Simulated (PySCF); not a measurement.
HgI₂, SMILES [I][Hg][I].

Geometry optimised at PBE0-D3(BJ)/def2-SVP. The isomer is the one that the SMILES or the coordinates give; other isomers of the formula were not compared. The def2 effective core potentials stand for the cores of Hg, I; spin–orbit coupling is left out.

Level of theory: C-PCM-ωB97X/def2-SVP in PySCF.

The values are the electrostatic part of the solvation free energy, E(continuum) − E(gas) at the gas-phase geometry, in a cavity of scaled van der Waals radii (PySCF's table); cavitation and dispersion terms are not included. A continuum can't describe solvent molecules that bind to the metal. In vacuum the orbital gap is 8.90 eV. The dipole moment in vacuum is 0.00 D.

```csv
solvent,ε,ΔG(elec) (kcal/mol),dipole (D),gap (eV)
water,78.36,-12.3,0.00,9.34
toluene,2.37,-6.5,0.00,9.13
chloroform,4.71,…,…,…
```

What belongs in the gaps? (An estimate is asked for; the answer gives what the named calculation found.)


- chloroform, ΔG(elec) (kcal/mol): -9.3
- chloroform, dipole (D): 0.00
- chloroform, gap (eV): 9.23
